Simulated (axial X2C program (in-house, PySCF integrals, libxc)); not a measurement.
## A run on AlHf without results

A two-component calculation with an axial X2C code built on PySCF integrals.

Input and command:
```json
{"zs": [72, 13], "q": 0, "bas": ["dyall-acv3z", "dyall-av3z"], "r0": 2.78, "eom": "ea", "thr": -2.0, "nmax": 92, "grid": [1, 0.96, 1.045, 0.92, 1.09, 1.15]}
```
```bash
python soeom.py task.json out
```

Keys: zs atomic numbers; q charge; bas basis sets; r0 starting distance in Å; eom kind of EOM run; thr threshold in hartree for freezing inner shells (an s shell follows its p shell); nmax most natural virtual spinors; grid distances as factors.

Outcome:

The PBE0 distance search ended without bracketing a minimum (an unconverged step or the end of its range); this says nothing on whether the molecule is bound.
